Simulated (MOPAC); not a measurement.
MOPAC input (PM3):

```
PM3 1SCF UHF MS=0.5 GEO-OK AUX(PRECISION=9) THREADS=1
C2H6BO

C    -1.79819800 1    0.60187500 1   -0.22409100 1
C    -0.57937400 1   -0.32320500 1   -0.26397500 1
B     0.76484300 1    0.25642600 1    0.28534500 1
O     1.90855400 1   -0.45054700 1    0.30766100 1
H    -1.62300400 1    1.50778000 1   -0.80693600 1
H    -2.68610800 1    0.11094900 1   -0.62701200 1
H    -2.02218000 1    0.91266400 1    0.79782200 1
H    -0.77921800 1   -1.24524400 1    0.29933600 1
H    -0.38311900 1   -0.65471500 1   -1.29305200 1
H     2.66640700 1    0.01879600 1    0.67022700 1
```

Output:

```
 *******************************************************************************
 **                                                                           **
 **                              MOPAC v23.2.5                                **
 **                                                                           **
 *******************************************************************************
 ** MOPAC's Digital Object Identifier: https://doi.org/10.5281/zenodo.6511958 **
 **                                                                           **
 ** Please cite the open-source release paper for use of this MOPAC version:  **
 ** J. E. Moussa and J. J. P. Stewart (2026)                                  **
 ** MOPAC: An open-source semiempirical molecular orbital program             **
 ** J. Open Source Softw., 11(119), 8025, https://doi.org/10.21105/joss.08025 **
 *******************************************************************************

                              PM3 CALCULATION RESULTS

 *******************************************************************************
 *  PM3        - The PM3 Hamiltonian to be used
 *  GEO-OK     - OVERRIDE INTERATOMIC DISTANCE AND OTHER SAFETY CHECKS
 *  UHF        - UNRESTRICTED HARTREE-FOCK CALCULATION
 *  MS=        - IN MECI, MAGNETIC COMPONENT OF SPIN =  0.5
 *  1SCF       - DO 1 SCF AND THEN STOP
 *  AUX        - OUTPUT AUXILIARY INFORMATION
 *******************************************************************************
PM3 1SCF UHF MS=0.5 GEO-OK AUX(PRECISION=9) THREADS=1
 C2H6BO

   ATOM   CHEMICAL          X               Y               Z
  NUMBER   SYMBOL      (ANGSTROMS)     (ANGSTROMS)     (ANGSTROMS)

     1       C         -1.79819800  *   0.60187500  *  -0.22409100  *
     2       C         -0.57937400  *  -0.32320500  *  -0.26397500  *
     3       B          0.76484300  *   0.25642600  *   0.28534500  *
     4       O          1.90855400  *  -0.45054700  *   0.30766100  *
     5       H         -1.62300400  *   1.50778000  *  -0.80693600  *
     6       H         -2.68610800  *   0.11094900  *  -0.62701200  *
     7       H         -2.02218000  *   0.91266400  *   0.79782200  *
     8       H         -0.77921800  *  -1.24524400  *   0.29933600  *
     9       H         -0.38311900  *  -0.65471500  *  -1.29305200  *
    10       H          2.66640700  *   0.01879600  *   0.67022700  *

          CARTESIAN COORDINATES

    NO.       ATOM           X           Y           Z

     1         C         -1.7982      0.6019     -0.2241
     2         C         -0.5794     -0.3232     -0.2640
     3         B          0.7648      0.2564      0.2853
     4         O          1.9086     -0.4505      0.3077
     5         H         -1.6230      1.5078     -0.8069
     6         H         -2.6861      0.1109     -0.6270
     7         H         -2.0222      0.9127      0.7978
     8         H         -0.7792     -1.2452      0.2993
     9         H         -0.3831     -0.6547     -1.2931
    10         H          2.6664      0.0188      0.6702

  H: (PM3): J. J. P. STEWART, J. COMP. CHEM. 10, 209 (1989).
  B: (PM3): J. J. P. STEWART, J. MOL. MOD., 10, 155-164 (2004)
  C: (PM3): J. J. P. STEWART, J. COMP. CHEM. 10, 209 (1989).
  O: (PM3): J. J. P. STEWART, J. COMP. CHEM. 10, 209 (1989).

           Empirical Formula: C2 H6 O B  =    10 atoms

      MOLECULAR POINT GROUP   :   Cs

          UHF CALCULATION, NO. OF ALPHA ELECTRONS =   12
                           NO. OF BETA  ELECTRONS =   11

 -------------------------------------------------------------------------------
 PM3 1SCF UHF MS=0.5 GEO-OK AUX(PRECISION=9) THREADS=1
 C2H6BO

     1SCF WAS SPECIFIED, SO BFGS WAS NOT USED
     SCF FIELD WAS ACHIEVED

                              PM3 CALCULATION
                                                       MOPAC v23.2.5 Linux

          FINAL HEAT OF FORMATION =        -52.04262 KCAL/MOL =    -217.74633 KJ/MOL

          COSMO AREA              =        105.35 SQUARE ANGSTROMS
          COSMO VOLUME            =         88.15 CUBIC ANGSTROMS

          IONIZATION POTENTIAL    =          9.710818 EV
          ALPHA SOMO LUMO (EV)    =         -9.711  2.039
          BETA  SOMO LUMO (EV)    =        -11.845  1.340
          NO. OF ALPHA ELECTRONS  =         12
          NO. OF BETA  ELECTRONS  =         11
          MOLECULAR WEIGHT        =         56.8788         POINT GROUP:  Cs

          MOLECULAR DIMENSIONS (Angstroms)

            Atom       Atom       Distance
            H    10    H     6     5.50824
            H     9    H     7     2.87157
            H     8    H     5     2.77542

          SCF CALCULATIONS        =          1

   ATOM   CHEMICAL          X               Y               Z
  NUMBER   SYMBOL      (ANGSTROMS)     (ANGSTROMS)     (ANGSTROMS)

     1       C         -1.79819800  *   0.60187500  *  -0.22409100  *
     2       C         -0.57937400  *  -0.32320500  *  -0.26397500  *
     3       B          0.76484300  *   0.25642600  *   0.28534500  *
     4       O          1.90855400  *  -0.45054700  *   0.30766100  *
     5       H         -1.62300400  *   1.50778000  *  -0.80693600  *
     6       H         -2.68610800  *   0.11094900  *  -0.62701200  *
     7       H         -2.02218000  *   0.91266400  *   0.79782200  *
     8       H         -0.77921800  *  -1.24524400  *   0.29933600  *
     9       H         -0.38311900  *  -0.65471500  *  -1.29305200  *
    10       H          2.66640700  *   0.01879600  *   0.67022700  *

                             CARTESIAN COORDINATES

   1    C       -1.798198000     0.601875000    -0.224091000
   2    C       -0.579374000    -0.323205000    -0.263975000
   3    B        0.764843000     0.256426000     0.285345000
   4    O        1.908554000    -0.450547000     0.307661000
   5    H       -1.623004000     1.507780000    -0.806936000
   6    H       -2.686108000     0.110949000    -0.627012000
   7    H       -2.022180000     0.912664000     0.797822000
   8    H       -0.779218000    -1.245244000     0.299336000
   9    H       -0.383119000    -0.654715000    -1.293052000
  10    H        2.666407000     0.018796000     0.670227000

           Empirical Formula: C2 H6 O B  =    10 atoms

      MOLECULAR POINT GROUP   :   Cs

          ALPHA EIGENVALUES
 -38.66297 -34.47360 -24.04124 -19.23229 -17.77903 -15.71945 -15.10976 -13.84239
 -13.51190 -12.45370 -11.88260  -9.71082   2.03858   2.89549   4.07267   4.10205
   4.19486   4.56948   4.77632   4.94996   4.99789   5.98284

           BETA EIGENVALUES
 -38.58584 -34.34603 -23.91466 -18.68840 -16.25792 -15.61972 -14.74249 -13.79387
 -13.41126 -12.01850 -11.84490   1.34044   2.39082   2.93880   4.12030   4.21487
   4.27575   4.76870   4.90414   5.06369   5.19470   6.07058

              NET ATOMIC CHARGES AND DIPOLE CONTRIBUTIONS

  ATOM NO.   TYPE          CHARGE      No. of ELECS.   s-Pop       p-Pop
    1          C          -0.063443        4.0634     1.12727     2.93618
    2          C          -0.161113        4.1611     1.13796     3.02315
    3          B          -0.024116        3.0241     1.32228     1.70184
    4          O          -0.229737        6.2297     1.70093     4.52880
    5          H           0.036946        0.9631     0.96305
    6          H           0.030250        0.9698     0.96975
    7          H           0.036946        0.9631     0.96305
    8          H           0.073188        0.9268     0.92681
    9          H           0.073188        0.9268     0.92681
   10          H           0.227890        0.7721     0.77211
 DIPOLE           X         Y         Z       TOTAL
 POINT-CHG.     0.275     0.332     0.192     0.472
 HYBRID         0.541    -0.715    -0.131     0.906
 SUM            0.815    -0.383     0.061     0.903

          ATOMIC ORBITAL ELECTRON POPULATIONS

     Atom    s        px        py        pz
    1  C   1.12727   0.94639   0.98121   1.00858
    2  C   1.13796   1.00746   0.99889   1.01680
    3  B   1.32228   0.67796   0.62645   0.39742
    4  O   1.70093   1.30474   1.55996   1.66411
    5  H   0.96305
    6  H   0.96975
    7  H   0.96305
    8  H   0.92681
    9  H   0.92681
   10  H   0.77211

                    (SZ)    =    0.500000
                    (S**2)  =    0.754028

          ATOMIC ORBITAL SPIN POPULATIONS

    Atom   Total    s     px     py     pz
         Atomic
    1  C -0.0119 -0.001 -0.006 -0.004 -0.001
    2  C  0.1735  0.029  0.081  0.038  0.025
    3  B  0.6915  0.238 -0.018  0.400  0.072
    4  O  0.1315 -0.005  0.017  0.118  0.001
    5  H  0.0014  0.001
    6  H  0.0019  0.002
    7  H  0.0014  0.001
    8  H  0.0041  0.004
    9  H  0.0041  0.004
   10  H  0.0027  0.003

 **********************
 *                    *
 * JOB ENDED NORMALLY *
 *                    *
 **********************

 == MOPAC DONE ==
```

The geometry given is a B3LYP-D3(BJ)/def2-TZVP minimum.
